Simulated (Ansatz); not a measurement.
`[NH2][Ti]([F])([F])[Cl]` + H₂O → `[OH][Ti]([F])([F])[Cl]` + NH₃ at 600 K and 1 bar (formal hydrolysis of a Ti–N bond).

Program: Ansatz. Geometries: PBE0-D4/def2-TZVP. ΔE: electronic, gas phase. CBS: MP2 limit from def2 TZ/QZ plus the TZ coupled-cluster correction, frozen cores. This one scheme is used for every species. For Ti outer-core shells are correlated without core-valence functions, which leaves a few kJ/mol of doubt a bond. Scalar relativity is left out up to krypton. One conformer a species, not always the lowest.

| species | CCSD(T)/CBS energy (Eh) | H − E (kJ/mol) | S (J/(mol·K)) |
| --- | --- | --- | --- |
| `[NH2][Ti]([F])([F])[Cl]` | -1564.43229 | 138.7 | 438.5 |
| H₂O | -76.37941 | 76.8 | 212.8 |
| `[OH][Ti]([F])([F])[Cl]` | -1584.32027 | 103.9 | 431.8 |
| NH₃ | -56.50880 | 112.4 | 219.5 |

H − E and S are ideal-gas, rigid-rotor, harmonic terms from PBE0-D4/def2-TZVP, for one conformer and one mirror image of each species. 1 Eh = 2625.50 kJ/mol, R = 8.31446 J/(mol·K).

Question: By hand: ΔE, ΔH, ΔS and ΔG.

Answer: ΔE = (-1584.32027) + (-56.50880) − (-1564.43229) − (-76.37941) = -0.01737 Eh = -45.6 kJ/mol. Δ(H − E) = 103.9 + 112.4 − 138.7 − 76.8 = 0.8, so ΔH = -44.8 kJ/mol. ΔS = 431.8 + 219.5 − 438.5 − 212.8 = 0.0 J/(mol·K). ΔG = -44.8 − 600 × (0.0)/1000 = -44.8 kJ/mol.

Question: By hand: the equilibrium constant, and the temperature at which ΔG would vanish if ΔH and ΔS stayed fixed.

Answer: log₁₀ K = −ΔG/(RT ln 10) = 3.9. With ΔH or ΔS at zero there is no such temperature.

The number of gas molecules stays the same, so ΔS is small and ΔH decides. A doubt of 5 kJ/mol in ΔE shifts log₁₀ K by 0.4 here. Other conformers and mirror images would add mixing entropy, several J/(mol·K) or more a flexible species. These are equilibria of isolated gas molecules and say nothing of rates. Largest T1 diagnostic: 0.024 (customary marks: 0.02 for closed shells, 0.045 for open ones).

ΔS is within the doubt of such terms, so its sign, and with it that verdict, could turn.
